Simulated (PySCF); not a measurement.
Nb(NMe)Cl3, CH3Cl3NNb (singlet state).
SMILES: `C[N]=[Nb]([Cl])([Cl])[Cl]`

Level of theory: TDDFT PBE0/def2-SVPD, vertical, gas phase, core orbitals frozen in the response, def2 core potentials past Kr (PySCF 2.14.0, density-fitted response routines). Geometry: PBE0-D3(BJ)/def2-SVP; no solvent, vibrations or thermal averaging. Spin–orbit coupling is left out. The geometry optimisation had not met its thresholds, so the values belong to a structure short of the stationary point.

Orbital energies (eV): HOMO-3 -9.85, HOMO-2 -9.43, HOMO-1 -8.39, HOMO -8.38, LUMO -2.75, LUMO+1 -2.71, LUMO+2 -1.24.

Lowest singlets, with some entries withheld (?). The highest level found (5.64 eV, f 0.0003 so far) is left out, since the window may have cut off a degenerate partner. Orbitals of the list HOMO-3 to LUMO+2 that lie within 0.01 eV of each other are written together with a slash and their weights summed (≥ marks a lower bound); for degenerate orbitals outside that list single weights are arbitrary.

```
state  E (eV)       f              main configurations (H = HOMO, L = LUMO)
   S1    3.96  0.0001                                                     ?
   S2       ?  0.0032                      H-1/H→L (≥74%), H-1/H→L+1 (≥14%)
   S3       ?  0.0019                      H-1/H→L+1 (≥58%), H-1/H→L (≥30%)
   S4    4.17       ?                      H-1/H→L+1 (≥76%), H-1/H→L (≥16%)
   S5    5.37       ?  H-1/H→L+3 (≥30%), H-1/H→L+4 (≥25%), H-1/H→L+2 (≥16%)
   S6    5.39   0.010                         H-2→L (67%), H-1/H→L+3 (≥13%)
   S7       ?       ?                                         H-2→L+1 (78%)
   S8    5.57  0.0037  H-1/H→L+2 (≥23%), H-1/H→L+3 (≥22%), H-1/H→L+4 (≥15%)
   S9    5.58  0.0001                                                     ?
```

(1) Supply the missing values.

(2) How far apart are S1 and S4, in eV and cm⁻¹?

(3) Which level carries the most intensity, and what share of the listed sum of f?

(4) What is the mean static polarisability from the same response equations?

Answers

(1) 
- S1: H-1/H→L (≥62%), H-1/H→L+1 (≥33%)
- S2: E = 4.13 eV
- S3: E = 4.14 eV
- S4: f = 0.0099
- S5: f = 0.0019
- S7: E = 5.43 eV; f = 0.014
- S9: H-1/H→L+3 (≥34%), H-1/H→L+4 (≥22%), H-1/H→L+2 (≥13%)

(2) 4.174 − 3.962 = 0.212 eV, or about 1710 cm⁻¹.

(3) S7, with f = 0.014 of 0.045, 31%.

(4) 106.7 au (15.82 Å³), with principal values 102.0, 102.4 and 115.8 au.
